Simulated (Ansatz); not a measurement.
Consider the homolysis of the C–Si bond: `CC(F)(F)[SiH3]` → `C[C](F)F`• + `[SiH3]`•.

Program: Ansatz. Geometries: PBE0-D4/def2-TZVP. ΔE: electronic, gas phase. CBS: MP2 limit from def2 TZ/QZ plus the TZ coupled-cluster correction, frozen cores. This one scheme is used for every species. Functionals use def2-TZVPP. Open shells (•) are unrestricted, without spin–orbit coupling.

CCSD(T)/CBS gives +347.1 kJ/mol.

Problem. Another level gave +308.2 kJ/mol. Which?
A. LDA (SPW92)/def2-TZVPP
B. HF/def2-TZVPP
C. PBE0/def2-TZVPP
D. r2SCAN-D4/def2-TZVPP

Solution. D. r2SCAN-D4 308.2, HF/def2-TZVPP 228.1, PBE0 312.5, LDA (SPW92) 368.6 kJ/mol.

Largest T1 diagnostic among the species: 0.015.

Leaving LDA and LC-ωPBE aside and taking each functional with its dispersion term where it has one, the values, not all of them listed here, spread over 42.4 kJ/mol, from r2SCAN0-D4 to ωB97M-V. LDA lies +56.6 kJ/mol from PBE without D4, its usual overbinding. The D4 term adds +13.7 kJ/mol with B3LYP and +7.4 kJ/mol with PBE0; it sums over pairs of atoms, weighted by their polarisabilities, and B3LYP, whose exchange is more repulsive, gets the larger term. At CCSD(T), def2-SVP lies −28.9 kJ/mol from the extrapolated value and def2-TZVPP −13.6 kJ/mol: correlation converges slowly with the basis, and small sets miss more of it in the bonded molecule than in its fragments.

CCSD(T)/CBS has its own doubt, a few kJ/mol and more with outer-core shells, so smaller differences from it don't rank the levels.

B3LYP here is the variant with VWN-RPA as its local correlation; programs differ in this.
